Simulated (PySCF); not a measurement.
Cartesian coordinates (Å):
```xyz
10

W     -0.1263    -0.0276     0.0598
Cl    -2.2514     0.0019     0.9792
Cl    -0.7174     0.5831    -2.1227
Cl    -0.3793    -2.3160    -0.0467
Cl     0.0645     2.1950     0.6829
Cl     2.0203    -0.2067    -0.9006
C      1.0849    -0.3294     1.8311
H      1.8356     0.4580     2.0174
H      1.5726    -1.3214     1.8288
H      0.3155    -0.2962     2.6385
```
Charge 0, spin multiplicity 1.

Predict the total energy, charge on the central atom (Mulliken), HOMO, HOMO–LUMO gap and dipole moment from TPSSh-D3(BJ)/def2-TZVP // PBE-D3(BJ)/def2-SVP (PySCF).


- total energy = -2408.3893 Ha
- charge on the central atom (Mulliken) = 1.04 e
- HOMO = -7.71 eV
- HOMO–LUMO gap = 2.43 eV
- dipole moment = 1.64 D
